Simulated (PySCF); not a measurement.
Spectra and structures to be paired. The calculation used TDDFT CAM-B3LYP/def2-SVPD, vertical, gas phase, core orbitals frozen in the response (PySCF 2.14.0, density-fitted response routines). Geometries: PBE0-D3(BJ)/def2-SVP; one conformer of each isolated species. Triplets are in the Tamm–Dancoff approximation. Relativistic effects are left out although some hold elements past zinc.

A. `C1CCC[Se]CC1`
B. `[BH3-][AsH2+]CCC`
C. `O=S1(=O)CCCCC1`
D. `CS(=O)(=O)C1CCC1`
E. `N#C[C@@]1(F)CC[C@@H](F)C1`

Lowest singlet levels (six at most, fewer where fewer were computed) with oscillator strengths:

1. 7.55 eV (f 0.010); 8.06 eV (f 0.012); 8.10 eV (f 0.031); 8.22 eV (f 0.060); 8.38 eV (f 0.014); 8.56 eV (f 0.014); T1 7.37 eV
2. 7.63 eV (f 0.018); 7.90 eV (f 0.001); 8.24 eV (f 0.010); 8.25 eV (f 0.017); 8.40 eV (f 0.017); 8.52 eV (f 0.043); T1 7.45 eV
3. 7.28 eV (f 0.022); 7.68 eV (f 0.013); 7.69 eV (f 0.000); 7.92 eV (f 0.017); 7.95 eV (f 0.068); 8.19 eV (f 0.004); T1 6.80 eV
4. 7.27 eV (f 0.001); 7.86 eV (f 0.003); 8.08 eV (f 0.001); 8.78 eV (f 0.010); 9.05 eV (f 0.015); 9.23 eV (f 0.009); T1 6.16 eV
5. 4.76 eV (f 0.000); 5.58 eV (f 0.028); 5.82 eV (f 0.026); 6.30 eV (f 0.017); 6.54 eV (f 0.008); 6.92 eV (f 0.008); T1 4.34 eV

Question: Match each spectrum to its molecule.

Answer: 1 = D, 2 = C, 3 = B, 4 = E, 5 = A.
- A: S1 at 4.76 eV, HOMO→LUMO (74%), HOMO→LUMO+4 (10%); Löwdin shares by element: HOMO selenium 71%, carbon 18% or more; LUMO selenium 63%, carbon 6% or more, hydrogen 5% or more (atoms not listed hold the other 26%); HOMO -7.18 and LUMO 1.03 eV.
- B: S1 at 7.28 eV, HOMO→LUMO (83%); Löwdin shares by element: HOMO boron 29%, arsenic 25%, hydrogen 16% or more, carbon 10% or more (atoms not listed hold the other 20%); LUMO arsenic 24%, hydrogen 22% or more, carbon 10% or more (atoms not listed hold the other 44%); HOMO -9.54 and LUMO 0.73 eV; point group Cs, 1 of its 6 listed states under f = 0.0005.
- C: S1 at 7.63 eV, HOMO→LUMO (74%), HOMO→LUMO+3 (9%); Löwdin shares by element: HOMO oxygen 48%, sulfur 13%, carbon 12% or more (atoms not listed hold the other 28%); LUMO hydrogen 17% or more, sulfur 14%, carbon 10% or more (atoms not listed hold the other 59%); HOMO -9.44 and LUMO 0.87 eV; point group Cs.
- D: S1 at 7.55 eV, HOMO→LUMO (83%); Löwdin shares by element: HOMO oxygen 47%, carbon 14% or more, sulfur 12% (atoms not listed hold the other 27%); LUMO sulfur 26%, hydrogen 19% or more, carbon 9% or more (atoms not listed hold the other 46%); HOMO -9.53 and LUMO 0.80 eV.
- E: S1 at 7.27 eV, HOMO→LUMO (50%), HOMO→LUMO+1 (24%); Löwdin shares by element: HOMO carbon 39% or more, nitrogen 30% (atoms not listed hold the other 31%); LUMO carbon 33% or more, nitrogen 20%, fluorine 12% or more (atoms not listed hold the other 36%); HOMO -10.94 and LUMO 0.89 eV.
C and D have S1 within 0.08 eV of each other; their strongest listed levels stand at 8.52 eV (f 0.043) and 8.22 eV (f 0.060).
B and E have S1 within 0.02 eV of each other; their strongest listed levels stand at 7.95 eV (f 0.068) and 9.05 eV (f 0.015).
